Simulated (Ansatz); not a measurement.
Harmonic vibrations of [AuF4]- (AuF4⁻) by finite differences.

```yaml
crystal:
  periodic: [false, false, false]
  atoms:
    - {symbol: Au, position_ang: [-0.000002, -0.000003, -0.000030]}
    - {symbol: F, position_ang: [1.933276, -0.027055, 0.004808]}
    - {symbol: F, position_ang: [0.027037, 1.933264, 0.008255]}
    - {symbol: F, position_ang: [-1.933280, 0.027054, -0.004792]}
    - {symbol: F, position_ang: [-0.027031, -1.933269, -0.008242]}
basis:
  gaussian: {orbitals: def2-SVPD}
total_charge: -1
hamiltonian: {xc: pbe0, dispersion: d4}
scf: {omitted_lower_state_checks: [starts]}
phonons: {temperatures: {t_min: 298.15, t_max: 900, t_step: 200}}
```

```sh
$ ansatz run in.yaml --threads 2 --pin off --events-out ev --progress --plain --max-ram 4352MiB
```

It prints (some lines left out):

```
Functional definition: PBE0
mean field -14544.66083664 eV, -534.5064270212 hartree, gradient 1.6e-5 eV, S^2 0.000000; 0 other end points of the search recorded, 0 dependent functions left out
mean field -14544.66067936 eV, -534.5064212413 hartree, gradient 8.4e-7 eV, S^2 0.000000; 0 other end points of the search recorded, 0 dependent functions left out
mean field -14544.66067913 eV, -534.5064212330 hartree, gradient 9.5e-7 eV, S^2 0.000000; 0 other end points of the search recorded, 0 dependent functions left out
mean field -14544.66074077 eV, -534.5064234981 hartree, gradient 6.6e-7 eV, S^2 0.000000; 0 other end points of the search recorded, 0 dependent functions left out
mean field -14544.66074198 eV, -534.5064235425 hartree, gradient 9.0e-7 eV, S^2 0.000000; 0 other end points of the search recorded, 0 dependent functions left out
mean field -14544.66078477 eV, -534.5064251149 hartree, gradient 7.4e-7 eV, S^2 0.000000; 0 other end points of the search recorded, 0 dependent functions left out
mean field -14544.66075555 eV, -534.5064240411 hartree, gradient 7.8e-7 eV, S^2 0.000000; 0 other end points of the search recorded, 0 dependent functions left out
mean field -14544.66083074 eV, -534.5064268045 hartree, gradient 8.3e-7 eV, S^2 0.000000; 0 other end points of the search recorded, 0 dependent functions left out
mean field -14544.66083047 eV, -534.5064267947 hartree, gradient 8.1e-7 eV, S^2 0.000000; 0 other end points of the search recorded, 0 dependent functions left out
mean field -14544.66082852 eV, -534.5064267230 hartree, gradient 7.3e-7 eV, S^2 0.000000; 0 other end points of the search recorded, 0 dependent functions left out
mean field -14544.66082822 eV, -534.5064267119 hartree, gradient 7.6e-7 eV, S^2 0.000000; 0 other end points of the search recorded, 0 dependent functions left out
mean field -14544.66078475 eV, -534.5064251146 hartree, gradient 7.7e-7 eV, S^2 0.000000; 0 other end points of the search recorded, 0 dependent functions left out
mean field -14544.66075558 eV, -534.5064240424 hartree, gradient 8.1e-7 eV, S^2 0.000000; 0 other end points of the search recorded, 0 dependent functions left out
mean field -14544.66083265 eV, -534.5064268746 hartree, gradient 8.1e-7 eV, S^2 0.000000; 0 other end points of the search recorded, 0 dependent functions left out
mean field -14544.66083301 eV, -534.5064268880 hartree, gradient 8.3e-7 eV, S^2 0.000000; 0 other end points of the search recorded, 0 dependent functions left out
mean field -14544.66075553 eV, -534.5064240405 hartree, gradient 8.0e-7 eV, S^2 0.000000; 0 other end points of the search recorded, 0 dependent functions left out
mean field -14544.66078478 eV, -534.5064251156 hartree, gradient 7.4e-7 eV, S^2 0.000000; 0 other end points of the search recorded, 0 dependent functions left out
mean field -14544.66083079 eV, -534.5064268064 hartree, gradient 8.2e-7 eV, S^2 0.000000; 0 other end points of the search recorded, 0 dependent functions left out
mean field -14544.66083042 eV, -534.5064267928 hartree, gradient 8.4e-7 eV, S^2 0.000000; 0 other end points of the search recorded, 0 dependent functions left out
Total energy: -14544.74442093 eV, -534.5094986874 hartree
Atom 0 at    -0.000002    -0.000003    -0.000030 Å, force     0.000045    -0.000002     0.000395 eV/Å
Atom 1 at     1.933276    -0.027055     0.004808 Å, force    -0.000051     0.000001    -0.000101 eV/Å
Atom 2 at     0.027037     1.933264     0.008255 Å, force    -0.000019    -0.000044    -0.000097 eV/Å
Atom 3 at    -1.933280     0.027054    -0.004792 Å, force     0.000044    -0.000000    -0.000100 eV/Å
Atom 4 at    -0.027031    -1.933269    -0.008242 Å, force    -0.000018     0.000045    -0.000097 eV/Å
Dipole moment:    -0.000002     0.000000    -0.000041 e Å
Vibrations: 178.65 210.91 229.33 246.73 246.73 552.36 574.37 594.74 594.74 cm⁻¹, zero-point energy 0.212544 eV
Checks for a lower state left out: starts
```

It took 41 s on 2 threads of Arm Neoverse V1 on a shared host.

In the def2 sets Au takes a core potential; there is no spin–orbit coupling.
